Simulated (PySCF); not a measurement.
Delta-SCF ions had no search for a lower state. Excitations are Tamm–Dancoff values on a coarser integration grid. The basis has no diffuse functions, so Rydberg states are missing or too high.

CH3ISi, SMILES `C=[SiH]I` (charge 0, multiplicity 1)

All values below come from PBE0-D3(BJ)/def2-TZVP in PySCF 2.14.0.

```json
{
 "HOMO": "-6.60 eV",
 "dipole_moment": "0.63 D",
 "LUMO": "-1.33 eV",
 "HOMO–LUMO gap": "5.26 eV",
 "S1 excitation (TDA)": "4.38 eV",
 "S1 oscillator strength": "0.003",
 "brightest of the four lowest singlets (TDA)": "5.19 eV",
 "T1 excitation (TDA)": "2.66 eV",
 "S1–T1 gap (TDA)": "1.72 eV",
 "vertical ionisation energy (Delta-SCF)": "8.42 eV",
 "total_energy": "-626.9636 Ha",
 "cost": "very roughly 110 core-seconds"
}
```

```xyz
6

C     -1.0262    -0.0054    -0.0024
Si     0.6550     0.0776    -0.1893
I      2.2210    -0.5745     1.5150
H     -1.6751     0.3054    -0.8141
H     -1.5083    -0.3584     0.9000
H      1.3336     0.5553    -1.4092
```
Charge 0, spin multiplicity 1.
